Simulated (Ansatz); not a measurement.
Isomers of Cu4Te2 (singlet), relaxed with PBE-D4/def2-SVP; total energies from Ansatz at PBE-QIDH/def2-TZVP.

```
isomer                                                                           description  energy (Eh)
     A                                                     point group D4h; 8 × Cu–Te 2.67 Å  -7095.96732
     B                                              point group Cs; 7 × Cu–Te 2.47 to 2.79 Å  -7095.96468
     C  point group Cs; 4 × Cu–Cu 2.36 to 2.50 Å; 4 × Cu–Te 2.51 to 2.62 Å; 1 × Te–Te 2.95 Å  -7095.92656
```

In the def2 sets Te takes a core potential; there is no spin–orbit coupling. Correlated methods freeze 44 core orbitals; core or outer-core shells of Te are correlated, in sets that lack core-valence functions.

The isomers come from a short search, and lower ones may exist.

Work out the relative energies (1 Eh = 2625.5 kJ/mol) and the Boltzmann populations at 500 K from electronic energies alone (R = 8.314 J/mol/K).

ΔE: A 0.0, B 6.9, C 107.0 kJ/mol. RT = 4.16 kJ/mol. Factors exp(−ΔE/RT): A 1, B 0.19, C 6.75e-12; sum 1.190. Populations: A 84.0 %, B 16.0 %, C 0.0 %. Zero-point energy, vibrational entropy and symmetry numbers are left out and can shift these; an error of 4 kJ/mol changes a ratio by a factor of 2.6. Over the other density-functional and correlated levels in def2 sets, the gap between A and B ranges from -8 to 5 kJ/mol.
